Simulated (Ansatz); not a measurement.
# Ansatz input wanted

[SnCl2F2]−: 5 atoms, total charge -1, spin state doublet. SMILES of the parent species: `[F][Sn]([F])([Cl])[Cl]`. Geometry: optimised at B3LYP/def2-SVP.

```xyz
5

F    -0.1929   -0.2569    1.7959
Sn   -0.1289    0.1258   -0.1484
F     1.4373   -1.0117   -0.5771
Cl   -2.0358   -1.3745   -0.9811
Cl    0.9702    2.4437   -0.1306
```

Settings wanted:

```yaml
basis_set: def2-SVP
core_potential: def2-SVP
integral_approximation: automatic
task: energy
method: DFT
functional: BLYP
dispersion: none
reference: UKS
relativity: none
accuracy: medium
start_density: atoms
```

Task: Write the Ansatz 0.2.0 input and the command.

Result: One that was run (others would do as well):

job.yaml:
```yaml
crystal:
  periodic: [false, false, false]
  atoms:
    - symbol: F
      position_ang: [-0.192854, -0.256904, 1.795871]
    - symbol: Sn
      position_ang: [-0.128901, 0.125832, -0.148392]
    - symbol: F
      position_ang: [1.437279, -1.011712, -0.577119]
    - symbol: Cl
      position_ang: [-2.035787, -1.374466, -0.981114]
    - symbol: Cl
      position_ang: [0.970164, 2.443651, -0.130645]
basis:
  gaussian: {orbitals: def2-SVP}
total_charge: -1
magnetization: {spin_polarized: true, initial_magnetization: 1}
hamiltonian: {xc: {name: BLYP}}
```

```bash
$ ansatz run job.yaml --threads 1 --pin off --max-ram 3480MiB --events-out events.jsonl --progress --plain --runs-dir runs
```

Calculated total energy: -1334.07404 Eh. Without diffuse functions the anion is poorly described.
